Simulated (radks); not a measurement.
Isoelectronic series with 9 electrons, all held in the configuration [He] 2s2 2p5, which need not be the ground one along the series. Method: scalar-relativistic Kohn-Sham, PBE, spin-polarised, spherical densities, point nucleus; open shells are filled with parallel spins first; computed with a radial shooting solver on a logarithmic mesh with Libxc functionals. Total energies (hartree) and orbital eigenvalues (hartree):

| ion | E (hartree) | 2p down | 2p up | 2s down | 2s up |
|---|---|---|---|---|---|
| F | -99.75933 | -0.37577 | -0.43562 | -1.06449 | -1.12716 |
| Ne+ | -128.20611 | -1.14583 | -1.22026 | -2.00512 | -2.07876 |
| Mg3+ | -196.47744 | -3.48046 | -3.58394 | -4.69027 | -4.78668 |
| Al4+ | -236.29889 | -5.03323 | -5.15116 | -6.42173 | -6.52956 |
| Si5+ | -279.91467 | -6.84027 | -6.97259 | -8.40968 | -8.52890 |
| P6+ | -327.32981 | -8.90070 | -9.04740 | -10.65344 | -10.78403 |
| S7+ | -378.55042 | -11.21409 | -11.37516 | -13.15283 | -13.29479 |
| Cl8+ | -433.58355 | -13.78022 | -13.95565 | -15.90800 | -16.06132 |
| Ar9+ | -492.43705 | -16.59906 | -16.78883 | -18.91928 | -19.08396 |
| K10+ | -555.11947 | -19.67064 | -19.87476 | -22.18716 | -22.36320 |
| Ca11+ | -621.64008 | -22.99512 | -23.21359 | -25.71226 | -25.89967 |
| Sc12+ | -692.00883 | -26.57269 | -26.80551 | -29.49530 | -29.69409 |
| Ti13+ | -766.23629 | -30.40360 | -30.65078 | -33.53708 | -33.74727 |
| V14+ | -844.33372 | -34.48817 | -34.74971 | -37.83850 | -38.06009 |
| Cr15+ | -926.31301 | -38.82672 | -39.10263 | -42.40051 | -42.63353 |
| Mn16+ | -1012.18672 | -43.41962 | -43.70991 | -47.22416 | -47.46862 |
| Fe17+ | -1101.96807 | -48.26729 | -48.57197 | -52.31055 | -52.56648 |
